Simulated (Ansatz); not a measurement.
Species: C2H2F, charge 0, doublet. C2H2F (SMILES [H]/[C]=C/F, doublet).
B3LYP-D3(BJ)/def2-TZVP minimum from Ansatz (an electronic-structure program):
```
C
C 1 1.3001
F 1 1.3501 2 123.21
H 2 1.0733 1 139.33 3 -180.00
H 1 1.0876 2 125.08 4 0.00
```
Charge 0, spin multiplicity 2.

Property: atomisation energy (electronic, to ground-state atoms), in kcal/mol. Open shells are spin-unrestricted; no spin-orbit coupling. CBS(X,Y): correlation extrapolated as X^-3, Hartree-Fock from the larger set. A bracket is a step between two methods taken in the basis named. Functionals run without relativity, which enters their misses. Double hybrids freeze cores in their MP2 part. '+ core + X2C': CCSD(T) terms for core correlation (cc-pwCVTZ) and scalar relativity (cc-pVTZ-DK). Where a partner has so few electrons that a lower coupled-cluster level is exact, that level stands in. The UHF reference of C2H2F ([H]/[C]=C/F, doublet) is spin-contaminated (<S^2> up to 0.18 over the pure value in the sets run).

CCSD(T)/CBS(cc-pVTZ,cc-pVQZ) + [CCSDT(Q) - CCSD(T)]/cc-pVDZ + core + X2C (Ansatz) gives 451.9 kcal/mol.

Problem. How far off this value is PBE/def2-TZVPD (Ansatz), in which direction, and which of these levels come nearer: r2SCAN/def2-TZVPD, wB97M-V/def2-TZVPD, B2PLYP/def2-TZVPD, CCSD(T)/CBS(cc-pVTZ,cc-pVQZ) + core + X2C?

Solution. PBE gives 471.6 kcal/mol, 19.7 kcal/mol above it. Differences of the others: r2SCAN/def2-TZVPD (Ansatz) 5.6; wB97M-V/def2-TZVPD (Ansatz) -0.1; B2PLYP/def2-TZVPD (Ansatz) -4.4; CCSD(T)/CBS(cc-pVTZ,cc-pVQZ) + core + X2C (Ansatz) -1.0 kcal/mol. Nearer than PBE: r2SCAN/def2-TZVPD, wB97M-V/def2-TZVPD, B2PLYP/def2-TZVPD, CCSD(T)/CBS(cc-pVTZ,cc-pVQZ) + core + X2C.
